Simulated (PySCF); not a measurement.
Species: AlBrH₄OSi.
Bonds: Al1–O2, O2–Si3, Si3–Br4. Hydrogens: H5, H6 on Al1; H7, H8 on Si3.

Theory: PBE0-D3(BJ)/def2-SVP geometry optimisation, gas phase (PySCF).

(1) How far are the bound atoms from Al1?

(2) List the angles at Al1.

(3) What is the shape at Al1?

(4) What are the other bond lengths?

(5) Give some angles away from the centre.

(6) What are the rotational constants (commonest isotopes, rigid rotor)?

Answers

(1) 3 atoms: H5 1.580 Å, H6 1.581 Å, O2 1.709 Å. The nearest atom not counted as bound is Si3, at 3.32 Å.

(2) 
| angle | degrees | distance of the outer atoms (Å) |
| --- | --- | --- |
| H5–Al1–H6 | 124.8 | 2.80 |
| O2–Al1–H6 | 117.8 | 2.82 |
| O2–Al1–H5 | 117.4 | 2.81 |

(3) Planar: angles 124.8°, 117.8° and 117.4°, sum 360.0°, 0.01 Å off the plane of its three neighbours.

(4) O2–Si3 1.633 Å; Si3–Br4 2.232 Å; Si3–H7, Si3–H8 1.487 Å.

(5) Al1–O2–Si3 167.4°, O2–Si3–Br4 109.7°.

(6) A = 6315, B = 1060, C = 930.6 MHz: a near-prolate asymmetric top.

Point group: near Cs, missed by 0.27 Å at most; the miss may be what the optimiser left on a soft mode. Charge 0, singlet. PBE0-D3(BJ)/def2-SVP frequencies: not computed here.
